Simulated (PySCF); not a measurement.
ClCs (SMILES [Cl][Cs]), singlet, at a GFN2-xTB geometry (such geometries of metal compounds can be far from the true shape) (core potentials on Cs), with bond 2-1 at 2.0 times its length; HF/def2-SVP in PySCF.

Input for PySCF:
```python
from pyscf import gto, scf

mol = gto.M(
    atom='''
Cs   -0.000000   -0.000000   -0.680243
Cl    0.000000    0.000000    5.081813
''',
    basis='def2-svp',
    ecp={'Cs': 'def2-svp'},
    charge=0,
    spin=0,
    verbose=4,
)

mf = scf.RHF(mol)
mf.init_guess = '1e'
mf.kernel()
mf.analyze()
```

What the program printed (banner, timings and long lists left out):

```
PySCF version 2.14.0

[INPUT] verbose = 4
[INPUT] num. atoms = 2
[INPUT] num. electrons = 26
[INPUT] charge = 0
[INPUT] spin (= nelec alpha-beta = 2S) = 0
[INPUT] symmetry False subgroup None
[INPUT] Mole.unit = angstrom
[INPUT] Symbol           X                Y                Z      unit          X                Y                Z       unit  Magmom
[INPUT]  1 Cs     0.000000000000   0.000000000000  -0.680243000000 AA    0.000000000000   0.000000000000  -1.285472968153 Bohr   0.0
[INPUT]  2 Cl     0.000000000000   0.000000000000   5.081813000000 AA    0.000000000000   0.000000000000   9.603234786254 Bohr   0.0

nuclear repulsion = 14.0512541479569
number of shells = 18
number of NR pGTOs = 71
number of NR cGTOs = 42
basis = def2-svp
ecp = {'Cs': 'def2-svp'}

******** <class 'pyscf.scf.hf.RHF'> ********
method = RHF
initial guess = 1e
damping factor = 0
level_shift factor = 0
DIIS = <class 'pyscf.scf.diis.CDIIS'>
diis_start_cycle = 1
diis_space = 8
diis_damp = 0
SCF conv_tol = 1e-09
SCF conv_tol_grad = None
SCF max_cycles = 50
direct_scf = True
direct_scf_tol = 1e-13
Set gradient conv threshold to 3.16228e-05
Initial guess from hcore.

WARN: HOMO -10.2109300073757 == LUMO -10.2109300073757

init E= -428.173895781331

WARN: HOMO -1.12610954483568 == LUMO -1.12610954483567

cycle= 1 E= -343.453513876167  delta_E= 84.7  |g|= 4.91  |ddm|= 32.5
  HOMO = -5.50355800675051  LUMO = -5.49986622020073  gap/eV = 0.10046
cycle= 2 E= -428.677408073641  delta_E= -85.2  |g|= 3.07  |ddm|= 32.3
  HOMO = -0.444091794807016  LUMO = -0.44150142318799  gap/eV = 0.07049
cycle= 3 E= -460.573324288309  delta_E= -31.9  |g|= 1.82  |ddm|= 20.9
  HOMO = -0.498805627954996  LUMO = -0.457057018927596  gap/eV = 1.13604
cycle= 4 E= -435.062130142434  delta_E= 25.5  |g|= 4.69  |ddm|= 19.5
  HOMO = -0.941333299010183  LUMO = -0.907127599803077  gap/eV = 0.93078
cycle= 5 E= -459.641690001605  delta_E= -24.6  |g|= 3.01  |ddm|= 25.4
  HOMO = -0.972487077571526  LUMO = -0.942395208667604  gap/eV = 0.81884
cycle= 6 E= -459.607724475915  delta_E= 0.034  |g|=    3  |ddm|= 0.502
  HOMO = -0.990998055496117  LUMO = -0.961102775177535  gap/eV = 0.81349
cycle= 7 E= -459.595305505261  delta_E= 0.0124  |g|= 3.03  |ddm|= 0.333
  HOMO = -0.990913666330011  LUMO = -0.960950183477557  gap/eV = 0.81535
cycle= 8 E= -459.595840088891  delta_E= -0.000535  |g|= 3.03  |ddm|= 0.0186
  HOMO = -0.982253481647685  LUMO = -0.958220132496185  gap/eV = 0.65398
cycle= 9 E= -459.623020699722  delta_E= -0.0272  |g|= 3.05  |ddm|=  2.4
  HOMO = -1.00344019972376  LUMO = -0.963740705891673  gap/eV = 1.08028
cycle= 10 E= -459.504177559687  delta_E= 0.119  |g|= 3.34  |ddm|= 1.45
  HOMO = -1.30055294772855  LUMO = -1.25401188104993  gap/eV = 1.26645
cycle= 11 E= -434.124883486422  delta_E= 25.4  |g|= 4.69  |ddm|= 26.2
  HOMO = -1.27669062609514  LUMO = -1.23361551243513  gap/eV = 1.17213
cycle= 12 E= -434.031638236948  delta_E= 0.0932  |g|= 4.69  |ddm|= 0.0666
  HOMO = -1.2181930998936  LUMO = -1.15101265420786  gap/eV = 1.82807
cycle= 13 E= -434.145422571622  delta_E= -0.114  |g|= 4.69  |ddm|= 1.47
  HOMO = -1.13648129231401  LUMO = -1.07657281915618  gap/eV = 1.63019
cycle= 14 E= -434.378271111317  delta_E= -0.233  |g|= 4.69  |ddm|= 0.744
  HOMO = -1.11660588097768  LUMO = -1.05695341016434  gap/eV = 1.62323
cycle= 15 E= -434.413160116715  delta_E= -0.0349  |g|= 4.69  |ddm|= 0.0252
  HOMO = -1.10935638735492  LUMO = -1.04618581800775  gap/eV = 1.71896
cycle= 16 E= -434.433787464708  delta_E= -0.0206  |g|= 4.69  |ddm|= 0.096
  HOMO = -0.944767185491184  LUMO = -0.693794776300347  gap/eV = 6.82931
cycle= 17 E= -435.18374706574  delta_E= -0.75  |g|= 4.68  |ddm|= 2.69
  HOMO = -0.584348767605584  LUMO = -0.34810097096403  gap/eV = 6.42863
cycle= 18 E= -452.810106993036  delta_E= -17.6  |g|= 3.84  |ddm|= 3.45

WARN: HOMO -0.297538961511301 == LUMO -0.296591483287548

cycle= 19 E= -461.663217390089  delta_E= -8.85  |g|= 1.85  |ddm|= 10.2
  HOMO = -0.816848626685044  LUMO = -0.727377626317779  gap/eV = 2.43463
cycle= 20 E= -435.115498925703  delta_E= 26.5  |g|= 4.68  |ddm|= 11.4
  HOMO = -0.803377296353741  LUMO = -0.723759797421369  gap/eV = 2.16650
cycle= 21 E= -435.127158717019  delta_E= -0.0117  |g|= 4.68  |ddm|= 0.118
  HOMO = -0.841299129059959  LUMO = -0.704877105610663  gap/eV = 3.71223
cycle= 22 E= -435.202330863789  delta_E= -0.0752  |g|= 4.67  |ddm|= 2.83
  HOMO = -0.729420937781423  LUMO = -0.701100744018689  gap/eV = 0.77063
cycle= 23 E= -435.240387791632  delta_E= -0.0381  |g|= 4.67  |ddm|= 0.127
  HOMO = -0.706307644097649  LUMO = -0.679124627794049  gap/eV = 0.73969
cycle= 24 E= -451.549007028437  delta_E= -16.3  |g|= 4.08  |ddm|= 3.13
  HOMO = -0.69667723756487  LUMO = -0.509017404316264  gap/eV = 5.10648
cycle= 25 E= -452.095495170013  delta_E= -0.546  |g|= 3.98  |ddm|=    1
  HOMO = -0.719793210161611  LUMO = -0.569675853555456  gap/eV = 4.08490
cycle= 26 E= -452.160548402253  delta_E= -0.0651  |g|= 3.96  |ddm|= 2.17
  HOMO = -0.773403367151595  LUMO = -0.624237807421906  gap/eV = 4.05900
cycle= 27 E= -451.695227949352  delta_E= 0.465  |g|= 4.04  |ddm|= 1.33
  HOMO = -0.229426663983477  LUMO = -0.227852063780127  gap/eV = 0.04285
cycle= 28 E= -462.470275962945  delta_E= -10.8  |g|= 1.84  |ddm|= 9.46
  HOMO = -0.832223564319026  LUMO = -0.536484347770681  gap/eV = 8.04747
cycle= 29 E= -452.092029347588  delta_E= 10.4  |g|= 3.98  |ddm|= 9.33
  HOMO = -0.802737383162558  LUMO = -0.548073400734065  gap/eV = 6.92976
cycle= 30 E= -452.055029152012  delta_E= 0.037  |g|= 3.98  |ddm|= 0.374
  HOMO = -0.816972977942637  LUMO = -0.574772457740771  gap/eV = 6.59061
cycle= 31 E= -451.985874578465  delta_E= 0.0692  |g|= 3.99  |ddm|= 0.275
  HOMO = -0.685627316494343  LUMO = -0.509848398618404  gap/eV = 4.78319
cycle= 32 E= -452.166902283125  delta_E= -0.181  |g|= 3.96  |ddm|= 1.01
  HOMO = -0.725496755203906  LUMO = -0.650730432788979  gap/eV = 2.03450
cycle= 33 E= -451.71458907026  delta_E= 0.452  |g|= 4.05  |ddm|= 0.545
  HOMO = -0.726498457771374  LUMO = -0.556069923918796  gap/eV = 4.63760
cycle= 34 E= -451.996158310934  delta_E= -0.282  |g|=    4  |ddm|= 0.526
  HOMO = -0.624616007843645  LUMO = -0.483619422658853  gap/eV = 3.83671
cycle= 35 E= -452.201378354592  delta_E= -0.205  |g|= 3.95  |ddm|= 1.19
  HOMO = -0.629431982396714  LUMO = -0.534364410206853  gap/eV = 2.58692
cycle= 36 E= -452.032078966706  delta_E= 0.169  |g|= 3.97  |ddm|= 0.934

WARN: HOMO -1.06074574436048 == LUMO -1.05992074292323

cycle= 37 E= -459.703671193785  delta_E= -7.67  |g|= 1.69  |ddm|= 22.9
  HOMO = -0.703171933615558  LUMO = -0.619642580570307  gap/eV = 2.27295
cycle= 38 E= -435.386465503283  delta_E= 24.3  |g|= 4.66  |ddm|= 23.8
  HOMO = -0.658408110305579  LUMO = -0.485973506785129  gap/eV = 4.69218
cycle= 39 E= -438.858801503601  delta_E= -3.47  |g|= 4.13  |ddm|=   15
  HOMO = -0.596756950592912  LUMO = -0.560695570200568  gap/eV = 0.98128
cycle= 40 E= -439.145764319914  delta_E= -0.287  |g|= 4.16  |ddm|= 0.527
  HOMO = -0.582686394298383  LUMO = -0.578176132484675  gap/eV = 0.12273
cycle= 41 E= -451.6329910012  delta_E= -12.5  |g|= 4.32  |ddm|= 14.7
  HOMO = -0.700361578745074  LUMO = -0.515185002140026  gap/eV = 5.03891
cycle= 42 E= -438.808092740968  delta_E= 12.8  |g|= 4.13  |ddm|=   15
  HOMO = -0.750212179766717  LUMO = -0.629958454011174  gap/eV = 3.27227
cycle= 43 E= -438.609153507385  delta_E= 0.199  |g|= 4.16  |ddm|=  1.4
  HOMO = -0.867015737392965  LUMO = -0.792153589923011  gap/eV = 2.03710
cycle= 44 E= -434.833097463585  delta_E= 3.78  |g|= 4.69  |ddm|= 14.6
  HOMO = -0.90711683580378  LUMO = -0.81136596734936  gap/eV = 2.60551
cycle= 45 E= -434.802009887755  delta_E= 0.0311  |g|= 4.69  |ddm|= 2.94

WARN: HOMO -0.649145339471541 == LUMO -0.649046137755166

cycle= 46 E= -460.345406294672  delta_E= -25.5  |g|= 1.98  |ddm|= 16.1
  HOMO = -0.635899528043311  LUMO = -0.545417766479858  gap/eV = 2.46213
cycle= 47 E= -439.072261194996  delta_E= 21.3  |g|= 4.13  |ddm|= 22.6
  HOMO = -0.636048391710709  LUMO = -0.545845234065506  gap/eV = 2.45455
cycle= 48 E= -439.072616682488  delta_E= -0.000355  |g|= 4.13  |ddm|= 0.169
  HOMO = -0.633255545098449  LUMO = -0.593184265525625  gap/eV = 1.09040
cycle= 49 E= -438.845942038118  delta_E= 0.227  |g|= 4.26  |ddm|= 3.45
  HOMO = -0.631709179755603  LUMO = -0.608397578931107  gap/eV = 0.63434
cycle= 50 E= -439.089607615447  delta_E= -0.244  |g|= 4.17  |ddm|= 3.12
SCF not converged.
SCF energy = -439.089607615447
**** SCF Summaries ****
Total Energy =                        -439.089607615446766
Nuclear Repulsion Energy =              14.051254147956911
One-electron Energy =                 -747.695477312400953
Two-electron Energy =                  294.554615548997276
Two-electron Coulomb Energy =          328.099951892638103
DFT Exchange-Correlation Energy =      -33.545336343640827
HOMO-LUMO gap [eV] =                     0.634340968779511
**** MO energy ****
MO #1   energy= -107.526608797841  occ= 2
MO #2   energy= -12.9426891750731  occ= 2
MO #3   energy= -10.4536805443727  occ= 2
MO #4   energy= -10.4530620588516  occ= 2
MO #5   energy= -10.4520553177482  occ= 2
MO #6   energy= -2.25139199849802  occ= 2
MO #7   energy= -1.70348245242337  occ= 2
MO #8   energy= -1.70342759302249  occ= 2
MO #9   energy= -1.70133778788739  occ= 2
MO #10  energy= -0.706771440280829 occ= 2
MO #11  energy= -0.70640848515027  occ= 2
MO #12  energy= -0.702158806275884 occ= 2
MO #13  energy= -0.631709179755603 occ= 2
MO #14  energy= -0.608397578931107 occ= 0
MO #15  energy= -0.604686447027828 occ= 0
MO #16  energy= -0.456655667485403 occ= 0
MO #17  energy= -0.295013334338509 occ= 0
MO #18  energy= -0.282775279770124 occ= 0
MO #19  energy= -0.282113806157206 occ= 0
MO #20  energy= -0.0345619254235956 occ= 0
MO #21  energy= 0.115414017486387  occ= 0
Dipole moment(X, Y, Z, Debye):  0.00000, -0.00000, -250.08127
```

Convergence was not reached.
